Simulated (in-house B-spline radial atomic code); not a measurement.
Whole-atom quantities along the 21-electron series, configuration [Ar] 3d3. Breit and QED terms are first order and not part of the total energy; the density at the nucleus is averaged over the nuclear charge. Computed with a radial B-spline atomic code at the basis-set limit: Dirac-Hartree-Fock, average of the configuration, finite nuclei.

```json
{"ion": "Br14+", "Z": "35", "E/Z² (Eh)": "-2.0513", "Σ<r²> (bohr²)": "3.4379", "n(0)/Z³ (bohr⁻³)": "1.0145", "Lamb diamagnetic shielding (ppm)": "2904.19", "repulsion over attraction": "0.11054", "Breit energy (eV)": "34.656", "self-energy (eV)": "26.135", "vacuum polarisation (eV)": "-2.6141", "Dirac less non-relativistic energy (Eh)": "-32.793"}
{"ion": "Kr15+", "Z": "36", "E/Z² (Eh)": "-2.0673", "Σ<r²> (bohr²)": "3.1637", "n(0)/Z³ (bohr⁻³)": "1.0371", "Lamb diamagnetic shielding (ppm)": "3003.96", "repulsion over attraction": "0.10788", "Breit energy (eV)": "38.072", "self-energy (eV)": "28.826", "vacuum polarisation (eV)": "-2.9347", "Dirac less non-relativistic energy (Eh)": "-37.013"}
{"ion": "Rb16+", "Z": "37", "E/Z² (Eh)": "-2.0828", "Σ<r²> (bohr²)": "2.9213", "n(0)/Z³ (bohr⁻³)": "1.0609", "Lamb diamagnetic shielding (ppm)": "3104.17", "repulsion over attraction": "0.10533", "Breit energy (eV)": "41.712", "self-energy (eV)": "31.709", "vacuum polarisation (eV)": "-3.285", "Dirac less non-relativistic energy (Eh)": "-41.638"}
{"ion": "Sr17+", "Z": "38", "E/Z² (Eh)": "-2.0977", "Σ<r²> (bohr²)": "2.7059", "n(0)/Z³ (bohr⁻³)": "1.0855", "Lamb diamagnetic shielding (ppm)": "3204.85", "repulsion over attraction": "0.10288", "Breit energy (eV)": "45.583", "self-energy (eV)": "34.794", "vacuum polarisation (eV)": "-3.667", "Dirac less non-relativistic energy (Eh)": "-46.692"}
{"ion": "Zr19+", "Z": "40", "E/Z² (Eh)": "-2.126", "Σ<r²> (bohr²)": "2.3412", "n(0)/Z³ (bohr⁻³)": "1.1378", "Lamb diamagnetic shielding (ppm)": "3407.7", "repulsion over attraction": "0.098272", "Breit energy (eV)": "54.047", "self-energy (eV)": "41.6", "vacuum polarisation (eV)": "-4.5343", "Dirac less non-relativistic energy (Eh)": "-58.205"}
{"ion": "Nb20+", "Z": "41", "E/Z² (Eh)": "-2.1394", "Σ<r²> (bohr²)": "2.186", "n(0)/Z³ (bohr⁻³)": "1.1647", "Lamb diamagnetic shielding (ppm)": "3509.91", "repulsion over attraction": "0.0961", "Breit energy (eV)": "58.656", "self-energy (eV)": "45.339", "vacuum polarisation (eV)": "-5.0241", "Dirac less non-relativistic energy (Eh)": "-64.72"}
{"ion": "Mo21+", "Z": "42", "E/Z² (Eh)": "-2.1525", "Σ<r²> (bohr²)": "2.0456", "n(0)/Z³ (bohr⁻³)": "1.1918", "Lamb diamagnetic shielding (ppm)": "3612.66", "repulsion over attraction": "0.094012", "Breit energy (eV)": "63.526", "self-energy (eV)": "49.316", "vacuum polarisation (eV)": "-5.5545", "Dirac less non-relativistic energy (Eh)": "-71.782"}
{"ion": "Tc22+", "Z": "43", "E/Z² (Eh)": "-2.1652", "Σ<r²> (bohr²)": "1.9183", "n(0)/Z³ (bohr⁻³)": "1.2224", "Lamb diamagnetic shielding (ppm)": "3715.99", "repulsion over attraction": "0.092001", "Breit energy (eV)": "68.667", "self-energy (eV)": "53.539", "vacuum polarisation (eV)": "-6.1284", "Dirac less non-relativistic energy (Eh)": "-79.424"}
{"ion": "Ru23+", "Z": "44", "E/Z² (Eh)": "-2.1775", "Σ<r²> (bohr²)": "1.8024", "n(0)/Z³ (bohr⁻³)": "1.2522", "Lamb diamagnetic shielding (ppm)": "3819.91", "repulsion over attraction": "0.090066", "Breit energy (eV)": "74.085", "self-energy (eV)": "58.019", "vacuum polarisation (eV)": "-6.748", "Dirac less non-relativistic energy (Eh)": "-87.676"}
{"ion": "Rh24+", "Z": "45", "E/Z² (Eh)": "-2.1896", "Σ<r²> (bohr²)": "1.6966", "n(0)/Z³ (bohr⁻³)": "1.2851", "Lamb diamagnetic shielding (ppm)": "3924.44", "repulsion over attraction": "0.088201", "Breit energy (eV)": "79.79", "self-energy (eV)": "62.767", "vacuum polarisation (eV)": "-7.4165", "Dirac less non-relativistic energy (Eh)": "-96.577"}
{"ion": "Pd25+", "Z": "46", "E/Z² (Eh)": "-2.2013", "Σ<r²> (bohr²)": "1.5998", "n(0)/Z³ (bohr⁻³)": "1.3185", "Lamb diamagnetic shielding (ppm)": "4029.62", "repulsion over attraction": "0.086403", "Breit energy (eV)": "85.789", "self-energy (eV)": "67.792", "vacuum polarisation (eV)": "-8.1366", "Dirac less non-relativistic energy (Eh)": "-106.16"}
{"ion": "Ag26+", "Z": "47", "E/Z² (Eh)": "-2.2127", "Σ<r²> (bohr²)": "1.5109", "n(0)/Z³ (bohr⁻³)": "1.3543", "Lamb diamagnetic shielding (ppm)": "4135.46", "repulsion over attraction": "0.084669", "Breit energy (eV)": "92.09", "self-energy (eV)": "73.105", "vacuum polarisation (eV)": "-8.9117", "Dirac less non-relativistic energy (Eh)": "-116.46"}
{"ion": "Cd27+", "Z": "48", "E/Z² (Eh)": "-2.2239", "Σ<r²> (bohr²)": "1.4291", "n(0)/Z³ (bohr⁻³)": "1.3895", "Lamb diamagnetic shielding (ppm)": "4241.98", "repulsion over attraction": "0.082995", "Breit energy (eV)": "98.703", "self-energy (eV)": "78.719", "vacuum polarisation (eV)": "-9.7446", "Dirac less non-relativistic energy (Eh)": "-127.51"}
{"ion": "In28+", "Z": "49", "E/Z² (Eh)": "-2.2348", "Σ<r²> (bohr²)": "1.3537", "n(0)/Z³ (bohr⁻³)": "1.4286", "Lamb diamagnetic shielding (ppm)": "4349.22", "repulsion over attraction": "0.081378", "Breit energy (eV)": "105.64", "self-energy (eV)": "84.645", "vacuum polarisation (eV)": "-10.639", "Dirac less non-relativistic energy (Eh)": "-139.37"}
{"ion": "Sn29+", "Z": "50", "E/Z² (Eh)": "-2.2456", "Σ<r²> (bohr²)": "1.2839", "n(0)/Z³ (bohr⁻³)": "1.4682", "Lamb diamagnetic shielding (ppm)": "4457.19", "repulsion over attraction": "0.079816", "Breit energy (eV)": "112.9", "self-energy (eV)": "90.895", "vacuum polarisation (eV)": "-11.599", "Dirac less non-relativistic energy (Eh)": "-152.06"}
{"ion": "Sb30+", "Z": "51", "E/Z² (Eh)": "-2.2561", "Σ<r²> (bohr²)": "1.2193", "n(0)/Z³ (bohr⁻³)": "1.5098", "Lamb diamagnetic shielding (ppm)": "4565.93", "repulsion over attraction": "0.078306", "Breit energy (eV)": "120.5", "self-energy (eV)": "97.482", "vacuum polarisation (eV)": "-12.629", "Dirac less non-relativistic energy (Eh)": "-165.63"}
{"ion": "Te31+", "Z": "52", "E/Z² (Eh)": "-2.2664", "Σ<r²> (bohr²)": "1.1594", "n(0)/Z³ (bohr⁻³)": "1.5514", "Lamb diamagnetic shielding (ppm)": "4675.46", "repulsion over attraction": "0.076844", "Breit energy (eV)": "128.44", "self-energy (eV)": "104.42", "vacuum polarisation (eV)": "-13.73", "Dirac less non-relativistic energy (Eh)": "-180.12"}
{"ion": "I32+", "Z": "53", "E/Z² (Eh)": "-2.2766", "Σ<r²> (bohr²)": "1.1036", "n(0)/Z³ (bohr⁻³)": "1.5978", "Lamb diamagnetic shielding (ppm)": "4785.81", "repulsion over attraction": "0.07543", "Breit energy (eV)": "136.74", "self-energy (eV)": "111.72", "vacuum polarisation (eV)": "-14.91", "Dirac less non-relativistic energy (Eh)": "-195.59"}
{"ion": "Xe33+", "Z": "54", "E/Z² (Eh)": "-2.2866", "Σ<r²> (bohr²)": "1.0517", "n(0)/Z³ (bohr⁻³)": "1.6446", "Lamb diamagnetic shielding (ppm)": "4897.01", "repulsion over attraction": "0.074059", "Breit energy (eV)": "145.41", "self-energy (eV)": "119.39", "vacuum polarisation (eV)": "-16.172", "Dirac less non-relativistic energy (Eh)": "-212.07"}
{"ion": "Cs34+", "Z": "55", "E/Z² (Eh)": "-2.2964", "Σ<r²> (bohr²)": "1.0033", "n(0)/Z³ (bohr⁻³)": "1.6946", "Lamb diamagnetic shielding (ppm)": "5009.09", "repulsion over attraction": "0.072732", "Breit energy (eV)": "154.44", "self-energy (eV)": "127.46", "vacuum polarisation (eV)": "-17.521", "Dirac less non-relativistic energy (Eh)": "-229.61"}
{"ion": "Ba35+", "Z": "56", "E/Z² (Eh)": "-2.3061", "Σ<r²> (bohr²)": "0.95797", "n(0)/Z³ (bohr⁻³)": "1.7459", "Lamb diamagnetic shielding (ppm)": "5122.08", "repulsion over attraction": "0.071444", "Breit energy (eV)": "163.87", "self-energy (eV)": "135.94", "vacuum polarisation (eV)": "-18.961", "Dirac less non-relativistic energy (Eh)": "-248.27"}
```

With what power of Z does the column «Breit energy (eV)» change over this range?

A fit of the logarithm of its size against log Z from Z = 35 to 56 has slope 3.30.
